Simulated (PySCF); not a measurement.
AlF4, charge -1, singlet, geometry from GFN2-xTB (such geometries of metal compounds can be far from the true shape) (in this run its highest filled SCF level lies above zero, so its values depend strongly on the basis, on diffuse functions most of all); B3LYP/STO-3G (PySCF).

Input for PySCF:
```python
from pyscf import gto, scf, dft

mol = gto.M(
    atom='''
Al   -0.00000000    0.00000000   -0.00000000
F     1.58679882   -0.29963334   -0.47610446
F     0.00001338    0.79617763    1.48340395
F    -0.75975736    0.96255905   -1.15353150
F    -0.82705485   -1.45910335    0.14623202
''',
    basis='sto-3g',
    charge=-1,
    verbose=4,
    symmetry=True,
)

mf = dft.RKS(mol)
mf.xc = 'b3lyp'
mf.kernel()
mf.analyze()
```

What the program printed (banner, timings and long lists left out):

```
PySCF version 2.14.0

[INPUT] verbose = 4
[INPUT] num. atoms = 5
[INPUT] num. electrons = 50
[INPUT] charge = -1
[INPUT] spin (= nelec alpha-beta = 2S) = 0
[INPUT] symmetry True subgroup None
[INPUT] Mole.unit = angstrom
[INPUT] Symbol           X                Y                Z      unit          X                Y                Z       unit  Magmom
[INPUT]  1 Al     0.000000000000   0.000000000000   0.000000000000 AA    0.000000000000   0.000000000000   0.000000000000 Bohr   0.0
[INPUT]  2 F      1.586798820000  -0.299633340000  -0.476104460000 AA    2.998615184583  -0.566224950389  -0.899707036084 Bohr   0.0
[INPUT]  3 F      0.000013380000   0.796177630000   1.483403950000 AA    0.000025284536   1.504557667205   2.803227197598 Bohr   0.0
[INPUT]  4 F     -0.759757360000   0.962559050000  -1.153531500000 AA   -1.435733331523   1.818972983222  -2.179858611059 Bohr   0.0
[INPUT]  5 F     -0.827054850000  -1.459103350000   0.146232020000 AA   -1.562907156493  -2.757305718935   0.276338468442 Bohr   0.0

nuclear repulsion = 240.647264623947
point group symmetry = Td, use subgroup D2
symmetry origin: [-3.47092557e-09 -3.47092557e-09  3.47092554e-09]
symmetry axis x: [ 0.39081245 -0.9046945  -0.16968645]
symmetry axis y: [0.81625651 0.25542248 0.51815506]
symmetry axis z: [-0.42543029 -0.34100912  0.83828506]
num. orbitals of irrep A = 8
num. orbitals of irrep B1 = 7
num. orbitals of irrep B2 = 7
num. orbitals of irrep B3 = 7
number of shells = 17
number of NR pGTOs = 87
number of NR cGTOs = 29
basis = sto-3g
ecp = {}

******** <class 'pyscf.dft.rks_symm.SymAdaptedRKS'> ********
method = SymAdaptedRKS
initial guess = minao
damping factor = 0
level_shift factor = 0
DIIS = <class 'pyscf.scf.diis.CDIIS'>
diis_start_cycle = 1
diis_space = 8
diis_damp = 0
SCF conv_tol = 1e-09
SCF conv_tol_grad = None
SCF max_cycles = 50
direct_scf = True
direct_scf_tol = 1e-13
XC library pyscf.dft.libxc version 7.1.2
    S. Lehtola, C. Steigemann, M. J. T. Oliveira, and M. A. L. Marques,  SoftwareX 7, 1–5 (2018)
XC functionals = b3lyp
    P. J. Stephens, F. J. Devlin, C. F. Chabalowski, and M. J. Frisch,  J. Phys. Chem. 98, 11623 (1994)
radial grids:
    Treutler-Ahlrichs [JCP 102, 346 (1995); DOI:10.1063/1.469408] (M4) radial grids

becke partition: Becke, JCP 88, 2547 (1988); DOI:10.1063/1.454033
pruning grids: <function nwchem_prune>
grids dens level: 3
symmetrized grids: True
atomic radii adjust function: <function treutler_atomic_radii_adjust>
small_rho_cutoff = 0
Freeze 0 electrons in irreps []
    50 free electrons in irreps A B1 B2 B3
Set gradient conv threshold to 3.16228e-05
Initial guess from minao.
tot grids = 76232
init E= -633.042044178177
HOMO (B2) = -0.546033135792575  LUMO (A) = -0.00286173772626408  gap/eV = 14.78045
cycle= 1 E= -632.882873808401  delta_E= 0.159  |g|= 0.676  |ddm|= 2.62
HOMO (B2) = 0.233255542655053  LUMO (A) = 0.58844611104298  gap/eV = 9.66523
cycle= 2 E= -632.969601137313  delta_E= -0.0867  |g|= 0.551  |ddm|= 1.96
HOMO (B2) = 0.163445728510938  LUMO (A) = 0.604520650830268  gap/eV = 12.00226
cycle= 3 E= -633.077237960787  delta_E= -0.108  |g|= 0.00314  |ddm|= 0.843
HOMO (B2) = 0.16018606258079  LUMO (A) = 0.602687105248394  gap/eV = 12.04107
cycle= 4 E= -633.077240537444  delta_E= -2.58e-06  |g|= 0.000235  |ddm|= 0.00437
HOMO (B2) = 0.160194459377701  LUMO (A) = 0.602744967140763  gap/eV = 12.04241
cycle= 5 E= -633.077240554641  delta_E= -1.72e-08  |g|= 3.46e-05  |ddm|= 0.000413
HOMO (B2) = 0.160190525253381  LUMO (A) = 0.60274986832282  gap/eV = 12.04265
cycle= 6 E= -633.077240555211  delta_E= -5.7e-10  |g|= 1.24e-06  |ddm|= 6.87e-05
HOMO (B2) = 0.160190906686886  LUMO (A) = 0.602749718605744  gap/eV = 12.04264
Extra cycle  E= -633.077240555211  delta_E= -2.27e-13  |g|= 6.38e-07  |ddm|= 3.83e-06
converged SCF energy = -633.077240555211
**** SCF Summaries ****
Total Energy =                        -633.077240555211461
Nuclear Repulsion Energy =             240.647264623947223
One-electron Energy =                -1388.063358255502408
Two-electron Energy =                  514.338853076343753
Two-electron Coulomb Energy =          576.363782449426253
DFT Exchange-Correlation Energy =      -62.024929373082472
HOMO-LUMO gap [eV] =                    12.042638667676611
Wave-function symmetry = A
occupancy for each irrep:      A   B1   B2   B3
                               7    6    6    6
**** MO energy ****
MO #1 (A #1), energy= -55.0612157207331 occ= 2
MO #2 (A #2), energy= -23.8735080271308 occ= 2
MO #3 (B1 #1), energy= -23.8732553463936 occ= 2
MO #4 (B2 #1), energy= -23.8732553459824 occ= 2
MO #5 (B3 #1), energy= -23.8732553463119 occ= 2
MO #6 (A #3), energy= -3.62911177061034 occ= 2
MO #7 (B3 #2), energy= -2.11677154715549 occ= 2
MO #8 (B1 #2), energy= -2.11677152170952 occ= 2
MO #9 (B2 #2), energy= -2.11677149469916 occ= 2
MO #10 (A #4), energy= -0.698857442273109 occ= 2
MO #11 (B1 #3), energy= -0.673182825069037 occ= 2
MO #12 (B2 #3), energy= -0.673182816517069 occ= 2
MO #13 (B3 #3), energy= -0.673182816329655 occ= 2
MO #14 (A #5), energy= -0.0120053147851872 occ= 2
MO #15 (B1 #4), energy= 0.0648025406597909 occ= 2
MO #16 (B3 #4), energy= 0.0648029677922788 occ= 2
MO #17 (B2 #4), energy= 0.0648030562446488 occ= 2
MO #18 (B2 #5), energy= 0.152036764280832 occ= 2
MO #19 (B1 #5), energy= 0.152037912475338 occ= 2
MO #20 (B3 #5), energy= 0.152038131142532 occ= 2
MO #21 (A #6), energy= 0.15267625297962 occ= 2
MO #22 (A #7), energy= 0.152677630695087 occ= 2
MO #23 (B3 #6), energy= 0.16018980892416 occ= 2
MO #24 (B1 #6), energy= 0.160190769131261 occ= 2
MO #25 (B2 #6), energy= 0.160190906686886 occ= 2
MO #26 (A #8), energy= 0.602749718605744 occ= 0
MO #27 (B3 #7), energy= 0.765606542356255 occ= 0
MO #28 (B2 #7), energy= 0.765606570472028 occ= 0
MO #29 (B1 #7), energy= 0.765606702589161 occ= 0
 ** Mulliken pop on meta-lowdin orthogonal AOs  **
 ** Mulliken pop  **
pop of  0 Al 1s           2.00000
pop of  0 Al 2s           1.99999
pop of  0 Al 3s           0.90527
pop of  0 Al 2px          1.99766
pop of  0 Al 2py          1.99766
pop of  0 Al 2pz          1.99766
pop of  0 Al 3px          0.55924
pop of  0 Al 3py          0.55924
pop of  0 Al 3pz          0.55924
pop of  1 F 1s            1.99996
pop of  1 F 2s            1.89710
pop of  1 F 2px           1.62489
pop of  1 F 2py           1.92551
pop of  1 F 2pz           1.90856
pop of  2 F 1s            1.99996
pop of  2 F 2s            1.89710
pop of  2 F 2px           1.93663
pop of  2 F 2py           1.85814
pop of  2 F 2pz           1.66419
pop of  3 F 1s            1.99996
pop of  3 F 2s            1.89710
pop of  3 F 2px           1.86516
pop of  3 F 2py           1.82191
pop of  3 F 2pz           1.77188
pop of  4 F 1s            1.99996
pop of  4 F 2s            1.89710
pop of  4 F 2px           1.85194
pop of  4 F 2py           1.67304
pop of  4 F 2pz           1.93398
 ** Mulliken atomic charges  **
charge of    0Al =      0.42404
charge of    1F =     -0.35601
charge of    2F =     -0.35601
charge of    3F =     -0.35601
charge of    4F =     -0.35601

WARN: System has nonzero charge -1; the dipole moment is origin-dependent.
Location of origin: [0. 0. 0.]

Dipole moment(X, Y, Z, Debye):  0.00000,  0.00000, -0.00000
```
